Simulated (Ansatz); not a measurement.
The cluster Mg3N2⁺, relaxed as a doublet with UKS PBE-D4/def2-SVP in Ansatz, starting from the GFN1-xTB geometry. Force threshold 0.02 eV/Å.

The charge 1 doublet is spin-contaminated (final ⟨S²⟩ up to 1.25, 0.75 for a pure state). Another isomer (doublet) lies 1.65 eV lower at PBE0-D4/def2-TZVP; other spin states weren't run for this one.

Start:

```xyz
5

Mg    0.973   -1.035   -0.622
Mg    0.905    1.469    2.130
Mg   -1.450    0.261   -0.511
N    -0.693   -1.146   -1.617
N     0.265    0.451    0.619
```

Estimate the energy that the relaxation releases and the steps that it takes.

3.3 kcal/mol, in 4 steps; 9 s on 4 threads of Arm Neoverse V2 on a shared host. No frequencies were taken in this run, so the end may be a saddle point.

Does the start keep its bonding?

By distances, no bond broke or formed. The bond that changes most is Mg3–N4, from 1.94 to 2.04 Å (atoms count from 1).

Predict the relaxed structure.


Cartesian coordinates in Å:
```
Mg 0.996 -1.003 -0.565
Mg 0.885 1.454 2.085
Mg -1.424 0.300 -0.445
N -0.710 -1.166 -1.667
N 0.253 0.416 0.593
```
Bond lengths (bridged metal pairs left out): 5 × Mg–N 1.92 to 2.04 Å.
